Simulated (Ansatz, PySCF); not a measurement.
Reaction (SMILES): Cl[SiH2][SiH2]Cl + 2 [SiH4] (SiH4) → 2 [SiH3]Cl [chlorosilane] + [SiH3][SiH3]
Each molecule is optimised on its own at B3LYP-D3(BJ)/def2-TZVP (Ansatz, a program for electronic structure), one conformer each, not searched for the lowest.

Property: bond separation energy (enthalpy at 298 K, with B3LYP-D3(BJ) rigid-rotor harmonic-oscillator terms from PySCF), in kJ/mol. Valence correlation only, unless marked. No spin-orbit coupling. Non-relativistic unless marked X2C. CBS(X,Y): correlation extrapolated as X^-3; Hartree-Fock from the larger set. The bracket is a focal-point correction in the basis named.

```tsv
level	program	bond separation energy (kJ/mol)	minus last row
HF/6-31G	Ansatz	-2.6	0.1
HF/aug-cc-pV(D+d)Z	Ansatz	-4.3	-1.6
B3LYP/def2-TZVPD	Ansatz	-4.0	-1.3
PBE0-D4/def2-TZVPD	Ansatz + dftd4	-1.9	0.8
BHLYP-D3(BJ)/def2-TZVPD	Ansatz + dftd3	-0.5	2.2
r2SCANh/def2-TZVPD	Ansatz	-3.9	-1.2
CAM-B3LYP-D3(BJ)/def2-TZVPD	Ansatz + dftd3	-0.6	2.1
B2GP-PLYP/def2-TZVPD	Ansatz	-2.8	-0.1
B2PLYP/def2-TZVPD	Ansatz	-2.9	-0.2
RPA@PBE/cc-pV(Q+d)Z	Ansatz	-3.3	-0.6
MP2/6-31G	Ansatz	1.1	3.8
MP2/aug-cc-pV(D+d)Z	Ansatz	0.5	3.2
MP2/cc-pV(T+d)Z	Ansatz	-2.3	0.4
MP2/cc-pwCVTZ	Ansatz	-2.3	0.4
SCS-MP2/6-31G*	Ansatz	-1.5	1.2
SCS-MP2/cc-pVTZ	Ansatz	-2.5	0.2
CCSD/cc-pV(D+d)Z	Ansatz	-4.2	-1.5
CCSD/cc-pV(T+d)Z	Ansatz	-4.3	-1.6
CCSD/cc-pVTZ	Ansatz	-4.0	-1.3
X2C-CCSD(T)/cc-pVTZ-DK	Ansatz	-2.8	-0.1
RI-MP2/CBS(cc-pV(T+d)Z,cc-pV(Q+d)Z)+[CCSD(T)-MP2]/cc-pV(T+d)Z	Ansatz	-2.7	0.0
```
